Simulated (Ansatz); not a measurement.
Input for Ansatz (a program for electronic structure): R-PBE/def2-TZVPP on NH3 (SMILES N).

Ansatz 0.2 input:
```yaml
crystal:
  periodic: [false, false, false]
  atoms:
    - {symbol: N, position_ang: [0.00000000, -0.00002411, 0.30627053]}
    - {symbol: H, position_ang: [0.00000000, 0.93747488, -0.10213041]}
    - {symbol: H, position_ang: [0.81190073, -0.46877539, -0.10212006]}
    - {symbol: H, position_ang: [-0.81190073, -0.46877539, -0.10212006]}
basis:
  gaussian:
    orbitals: def2-TZVPP
hamiltonian:
  xc: {name: PBE}
scf: {lower_state_search: off}
```

The log:

```
WARN ansatz: RAYON_NUM_THREADS=8 ignored (pool sized by the plan → 8); use --threads N
Functional definition: PBE
these checks for a lower state are left out or cut short: stability, starts, cluster_reference, orbital_swaps, neighbouring_geometries, increment
integrals: 0.01 GiB planned
332 factors; their error is unknown
mean field: 0.15 GiB planned
mean field evaluation 1: about -1529.7217 eV, gradient 6.6e1 eV
mean field evaluation 2: about -1508.9457 eV, gradient 1.1e2 eV
mean field evaluation 4: about -1537.7375 eV, gradient 1.1e0 eV
mean field evaluation 8: about -1537.7357 eV, gradient 2.2e-2 eV
mean field -1537.73574005 eV, -56.5107461322 hartree, gradient 4.8e-6 eV, S^2 0.000000; 0 other end points of the search recorded, 0 dependent functions left out
reference -1537.73576009 eV, -56.5107468686 hartree; 5, 5 occupied and 68, 68 virtual orbitals, 332 factors
Total energy: -1537.73576009 eV, -56.5107468686 hartree
Checks for a lower state left out: stability, starts, cluster_reference, orbital_swaps, neighbouring_geometries, increment
```

The calculation finished and met its thresholds.

Cost: roughly 0.6 core-seconds.
